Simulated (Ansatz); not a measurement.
Mulliken charges of `FC(F)=C(F)I` from r2SCAN/def2-TZVPP in Ansatz (PBE0-D4/def2-TZVP geometry).

| atom | x (Å) | y (Å) | z (Å) | charge (e) |
| --- | --- | --- | --- | --- |
| F1 | 0.782 | -1.666 | 0.357 | -0.147 |
| C2 | -0.077 | -0.686 | 0.243 | 0.362 |
| F3 | -1.268 | -1.025 | 0.662 | -0.149 |
| C4 | 0.233 | 0.508 | -0.241 | 0.045 |
| F5 | 1.477 | 0.748 | -0.640 | -0.161 |
| I6 | -1.105 | 2.057 | -0.427 | 0.050 |

Question: By hand: the dipole of these point charges (1 e Å = 4.8032 D).

Answer: Σ q r = (-0.236, 0.155, 0.008) e Å, of length 0.282 e Å = 1.35 D.

Question: How does the dipole of the full density compare? (An estimate is asked.)

Answer: Computed: (-0.130, 0.069, 0.010) e Å, 0.71 D; the point charges give 1.90 times that, at 6° from its direction.

Point charges leave out the atoms' own dipoles, such as those of lone pairs, and Mulliken's split depends on the basis, so the two needn't agree.
